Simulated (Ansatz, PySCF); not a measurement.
Pair of molecules: HCl (SMILES Cl) (first 2 atoms) with SiH4 (SMILES [SiH4]); geometry from B3LYP-D3(BJ)/def2-TZVP, rigid monomers moved along the line of their centres of mass till Cl1···Si3 is 4.33 Å.
(charge 0, multiplicity 1):
```json
[
 {"atom": "Cl", "x (Å)": "-0.0685", "y (Å)": "-0.3380", "z (Å)": "-0.3248"},
 {"atom": "H", "x (Å)": "-0.6754", "y (Å)": "-1.3223", "z (Å)": "0.2291"},
 {"atom": "Si", "x (Å)": "0.0352", "y (Å)": "0.2352", "z (Å)": "3.9697"},
 {"atom": "H", "x (Å)": "0.8511", "y (Å)": "1.3447", "z (Å)": "3.4328"},
 {"atom": "H", "x (Å)": "-1.3458", "y (Å)": "0.3262", "z (Å)": "3.4447"},
 {"atom": "H", "x (Å)": "0.0000", "y (Å)": "0.3128", "z (Å)": "5.4485"},
 {"atom": "H", "x (Å)": "0.6248", "y (Å)": "-1.0617", "z (Å)": "3.5663"}
]
```

Counterpoise-corrected where a basis set is named; no monomer relaxation. Rows marked so take none.

Rows in 3-21G, 6-31G* carry no dispersion term and start afresh at each structure (6-31G* with six Cartesian d functions).

The values were computed with Ansatz (Gaussian basis) for Hartree–Fock, density functionals and correlated methods; PySCF for 3-21G rows, 6-31G* rows, the dispersion terms. Values without a source in brackets are computed.

Q: One of these levels gives -36.6 meV for the interaction energy. Which?
(A) PBE-D3(BJ)/def2-TZVPPD
(B) HF/3-21G (no counterpoise)
(C) B3LYP/6-31G* (no counterpoise)

A: A, PBE-D3(BJ)/def2-TZVPPD. The others give -22.1 (HF/3-21G (no counterpoise)), -6.5 (B3LYP/6-31G* (no counterpoise))

Ansatz is a quantum-chemistry and plane-wave program.
